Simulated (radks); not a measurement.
Values are calculated unless marked as measured or tabulated.
Q: The samarium ion Sm3+ is in [Xe] 4f(5/2: 5, 7/2: 0). Level of theory: Dirac Kohn-Sham, PBE, spin-unpolarised, spherical densities, finite nucleus; Fermi nuclear charge, rms radius of each element as measured or else 0.836 A^(1/3) + 0.57 fm (a radial shooting solver on a logarithmic mesh with Libxc functionals). Sub-shells are occupied by j as written (lower j first in brackets). One electron is removed from 5p3/2, 4f5/2, 5s1/2, 5p1/2 in turn, with full relaxation. Which removal costs least, and what does each cost?

A: 4f5/2 42.110 eV; 5p3/2 55.303 eV; 5p1/2 59.475 eV; 5s1/2 78.230 eV. The 4f5/2 electron leaves first.
